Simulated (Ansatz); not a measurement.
Calculated with Ansatz (gas phase, PBE0-D4/def2-TZVP geometries, no zero-point term in ΔE). CCSD(T)/CBS is the MP2 limit (def2-TZVPP, def2-QZVPP) plus CCSD(T) − MP2 in def2-TZVPP, frozen cores. This one scheme is used for every species. DFT in def2-TZVPP. B3LYP here is the variant with VWN-RPA as its local correlation; programs differ in this. Each species was taken in one conformer, which may not be the lowest.

`[SiH3]N[SiH2]O[SiH3]` + H–F → `F[SiH2]O[SiH3]` + `N[SiH3]`  (ligand exchange at the Si–N bond)

| level | ΔE (kJ/mol) | difference from CCSD(T)/CBS |
| --- | --- | --- |
| PBE-D4 | -68.9 | 3.1 |
| r2SCAN-D4 | -78.7 | -6.7 |
| PBE0-D4 | -68.9 | 3.1 |
| B3LYP-D4 | -75.2 | -3.2 |
| ωB97X-V | -77.8 | -5.8 |
| ωB97M-V | -76.4 | -4.4 |
| B2PLYP | -84.6 | -12.6 |
| PBE | -79.0 | -7.0 |
| r2SCAN | -81.8 | -9.8 |
| PBE0 | -78.1 | -6.1 |
| B3LYP | -91.1 | -19.1 |
| HF/def2-TZVPP | -97.5 | -25.5 |
| MP2/def2-TZVPP | -71.2 | 0.8 |
| SCS-MP2/def2-TZVPP | -77.4 | -5.4 |
| CCSD/def2-TZVPP | -76.6 | -4.6 |
| CCSD(T)/def2-TZVPP | -72.8 | -0.8 |
| HF/def2-QZVPP | -98.9 | -26.9 |
| MP2/def2-QZVPP | -71.3 | 0.7 |
| SCS-MP2/def2-QZVPP | -77.4 | -5.4 |
| HF/CBS(def2) | -99.1 | -27.1 |
| MP2/CBS(def2) | -70.4 | 1.6 |
| CCSD/CBS(def2) | -75.7 | -3.7 |
| CCSD(T)/CBS | -72.0 | 0 |

Largest T1 diagnostic among the species: 0.011.

In def2-TZVPP, CCSD(T) changes the Hartree–Fock value by +24.7 kJ/mol (the triples alone add +3.7 kJ/mol) and MP2 by +26.2 kJ/mol. The D4 term adds +15.9 kJ/mol with B3LYP and +9.2 kJ/mol with PBE0; it sums over pairs of atoms, weighted by their polarisabilities, and B3LYP, whose exchange is more repulsive, gets the larger term.
